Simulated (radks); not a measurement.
Values are calculated unless marked as measured or tabulated.
Tl2+, 79 electrons, occupied as [Xe] 4f14 5d8 6s2 6p1 (not the ground configuration).

Code: a radial shooting solver on a logarithmic mesh with Libxc functionals. Model: scalar-relativistic Kohn-Sham, PBE, spin-polarised, spherical densities, point nucleus; open shells are filled with parallel spins first (spin-orbit coupling, left out, can overturn this in heavy ions).

Energy parts (hartree):
| part | energy |
|---|---|
| total | -20243.9591 |
| kinetic | 22810.4811 |
| electron-nucleus | -50416.0977 |
| Hartree | 7738.9270 |
| exchange-correlation | -377.2694 |

Orbitals (lengths in bohr, moments of r in powers of bohr; <r^-3> diverges for s and p1/2):
orbital  occ.  eigenvalue (hartree)       <r^4>  <r^-3>
1s up       1             -3148.217   3.751e-07       -
1s down     1             -3148.216   3.751e-07       -
2s up       1             -561.4007  0.00005443       -
2s down     1             -561.3931  0.00005443       -
2p up       3             -482.8994  0.00004488   28150
2p down     3             -482.8930  0.00004488   28150
3s up       1             -134.8022    0.001958       -
3s down     1             -134.7989    0.001958       -
3p up       3             -112.2143    0.002176    6501
3p down     3             -112.2107    0.002175    6501
3d up       5             -88.84501    0.001671   795.3
3d down     5             -88.83922    0.001671   795.3
4s up       1             -30.90304     0.04312       -
4s down     1             -30.89533     0.04311       -
4p up       3             -23.50016     0.05790    1587
4p down     3             -23.49292     0.05787    1587
4d up       5             -14.83239     0.07861   171.1
4d down     5             -14.82398     0.07846   171.1
5s up       1              -5.85758       1.049       -
5s down     1              -5.81106       1.042       -
4f up       7              -5.24061      0.1364   34.17
4f down     7              -5.22957      0.1350   34.22
5p up       3              -3.82273       1.861   290.9
5p down     3              -3.76759       1.850   293.0
5d up       5              -1.52694       6.339   20.50
5d down     3              -1.46532       6.394   20.59
6s up       1              -1.09880       39.30       -
6s down     1              -1.04635       40.70       -
6p up       1              -0.70490       98.85   34.52
6p down     0              -0.66020       105.1   33.15

The highest occupied level is 6p up at -19.181 eV. Summed over all electrons, <r^2> = 50.73 bohr^2, which gives a Langevin (diamagnetic) susceptibility term of -40.2 x 10^-6 cm^3/mol.
